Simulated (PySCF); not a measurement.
# Worked example: oscillator strength and radiative lifetime

GeHF2Cl, SMILES [F][GeH]([F])[Cl].

The structure is a stationary point at B3LYP-D3(BJ)/def2-SVP.

TDA-ωB97X/def2-SVPD (PySCF) puts the first singlet state with f over 0.02 at 7.71 eV (vertical), with the transition dipole (0.037, 0.399, 0.000) in atomic units.

Question: Find the oscillator strength, the wavelength and the radiative lifetime that this transition would have in vacuum if emission retraced absorption.

Answer: 
|μ|² = 0.1606 au, so |μ| = 1.02 D. ΔE = 7.71/27.211 = 0.2833 hartree. f = (2/3) ΔE |μ|² = 0.030 (the program prints 0.030).
λ = 1239.84/7.71 = 161 nm; ν = 62185 cm⁻¹.
Einstein's coefficient A = 0.6670 ν² f s⁻¹ (ν in cm⁻¹) = 7.8e7 s⁻¹, so τ = 1/A = 13 ns. This state is S1. The figure is the radiative limit of this one transition; relaxation, internal conversion, crossing to triplets and a medium change what is measured.
